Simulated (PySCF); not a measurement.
## Calculated NMR parameters of CCO/C([SiH3])=C/[SiH2]F

- Formula: C4H11FOSi2
- SMILES: CCO/C([SiH3])=C/[SiH2]F
- Point group of the computed structure: C1
- Degrees of unsaturation: 1
- Carbon signals: 4
- Proton signals: 5

Atom-mapped SMILES (the numbers label the heavy atoms): `[CH3:1][CH2:2][O:3]/[C:4]([SiH3:5])=[CH:6]/[SiH2:7][F:8]`. Hydrogens are named by the atom that carries them.

Computed data (PySCF): geometry from GFN2-xTB, PBE0/pcSseg-1 with gauge-including orbitals. Rapidly exchanging positions averaged, in vacuum, non-relativistic Hamiltonian, a single conformation.

References, each an isolated molecule treated in the same way: $^{1}$H (31.72 ppm) and $^{13}$C (186.93 ppm) and $^{29}$Si (349.16 ppm) against TMS; CFCl3 for $^{19}$F (170.95 ppm); H2O for $^{17}$O (336.08 ppm).

```tsv
carbon	δC, type	δH (multiplicity)	HMBC from (2–3 bonds)	span of the C tensor (ppm)
C1	17.0, CH3	1.45 (t)	H(C2)	30
C2	64.8, CH2	3.78 (q)	H(C1)	60
C4	177.3, C	–	H(Si7), H(C6), H(Si5), H(C2)	207
C6	104.5, CH	5.12 (m)	H(Si7), H(Si5)	166
```

Other nuclei:
```csv
atoms,nucleus,environment,δ (ppm),σ (ppm)
H(Si7),$^{1}$H,"hydrogen on a silicon bonded to C, F",5.57,26.14
H(Si5),$^{1}$H,hydrogen on a silicon bonded to C,4.11,27.61
F8,$^{19}$F,fluorine bonded to Si,-234.1,405.0
Si7,$^{29}$Si,"silicon bonded to C, F, 2 H",-3.4,352.5
Si5,$^{29}$Si,"silicon bonded to C, 3 H",-77.6,426.7
O3,$^{17}$O,ether oxygen,196.6,139.5
```

- Carbon types of the structure: 1 × C, 1 × CH, 1 × CH2, 1 × CH3, leaving 5 H on heteroatoms.
- δC 177.3: alkene carbon bearing oxygen; an sp2 carbon further deshielded by the attached heteroatom.
- δC 104.5: β carbon of an enol-ether or enamine type C=C; the O or N lone pair pushes π density onto this β carbon and shields it.
- δC 64.8: sp3 CH2 bonded to O; the inductive effect lowers its shielding.
- δC 17.0: methyl carbon; saturated and bonded to C and H only.
- δH 3.78: hydrogen on an sp3 CH2 bonded to O; its carbon carries O, an electronegative neighbour.

Splittings by $^{19}$F in the carbon and heteronuclear signals aren't shown, as no couplings were computed. Shifts are as computed. Against solution values, carbons near 30 ppm lie about +3 ppm off and those near 130 ppm about +5 ppm. Of 1211 compounds with measured shifts, 218 miss one by over three times the rms of a fit or turn the order of signals round; such compounds aren't used in these exercises. Unscaled 19F shifts against computed CFCl3 carry errors that often reach 10 to 50 ppm. Experimental scales use liquid or dissolved standards, which lie at an offset from isolated H2O (liquid H2O: subtract about 36 ppm). Multiplicities follow the n + 1 count of equivalent neighbours, as no J values were calculated; m marks all less simple cases, F and P coupling included.
